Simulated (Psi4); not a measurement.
**C2H6Zn (SMILES C[CH2][ZnH]): methods side by side**

C2H6Zn has 9 atoms, charge 0, and is taken as a singlet. As SMILES, `C[CH2][ZnH]`. The shape was relaxed beforehand at PBE0/def2-TZVP.

```xyz
9

C    -0.3709    0.6266   -0.8467
C     0.6213   -0.3380   -0.1963
Zn    0.2655   -0.7744    1.6757
H    -1.3898    0.2299   -0.8412
H    -0.1138    0.8321   -1.8915
H    -0.4021    1.5901   -0.3306
H     1.6361    0.0720   -0.2569
H     0.6521   -1.2784   -0.7587
H    -0.0179   -1.1182    3.1572
```

Each level gives the dipole moment (D). The values are calculated.

```
                                 level                    kind  program  value (D)  CPU time
   PBE-D4/def2-TZVPP (density fitting)                     GGA     Psi4       0.65   2.4 min
r2SCAN-D4/def2-TZVPP (density fitting)                meta-GGA     Psi4       0.61   7.1 min
 B3LYP-D4/def2-TZVPP (density fitting)           global hybrid     Psi4       0.60   2.2 min
  PBE0-D4/def2-TZVPP (density fitting)           global hybrid     Psi4       0.58   2.2 min
  wB97M-V/def2-TZVPP (density fitting)  range-separated hybrid     Psi4       0.53     7 min
```

The values span 0.53 to 0.65 D. Magnitudes only. CPU times are rough (shared hosts, several kinds of processor and program).
